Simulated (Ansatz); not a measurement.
`[F][AlH][SeH]` + `OBC(F)S` → `O[BH][AlH][F]` + `FC(S)[SeH]`  (redistribution)

Gas-phase electronic energies from Ansatz, PBE0-D4/def2-TZVP geometries. CCSD(T)/CBS is the MP2 limit (def2-TZVPP, def2-QZVPP) plus CCSD(T) − MP2 in def2-TZVPP, frozen cores. Functionals use def2-TZVPP. For Se outer-core shells are correlated without core-valence functions, which leaves a few kJ/mol of doubt a bond. Scalar relativity is left out up to krypton. One conformer a species, not always the lowest.

```json
{"level": "r2SCAN-D4", "ΔE (kJ/mol)": "233.4"}
{"level": "BHLYP", "ΔE (kJ/mol)": "234.0"}
{"level": "LC-ωPBE", "ΔE (kJ/mol)": "227.0"}
{"level": "HF/def2-SVP", "ΔE (kJ/mol)": "249.4"}
```

Task: What does CCSD(T)/CBS give? (Best estimate.)

Result: Computed: +227.0 kJ/mol. The listed levels differ from it by 6.4, 7.0, 0.0, 22.4 kJ/mol.

Largest T1 diagnostic among the species: 0.014.

At CCSD(T), def2-SVP lies +7.5 kJ/mol from the extrapolated value and def2-TZVPP −2.2 kJ/mol. In def2-TZVPP, CCSD(T) changes the Hartree–Fock value by −14.5 kJ/mol (the triples alone add −2.1 kJ/mol) and MP2 by −9.1 kJ/mol. From PBE to PBE0 (25 % exact exchange), in def2-TZVPP and without D4, ΔE moves by +9.5 kJ/mol.
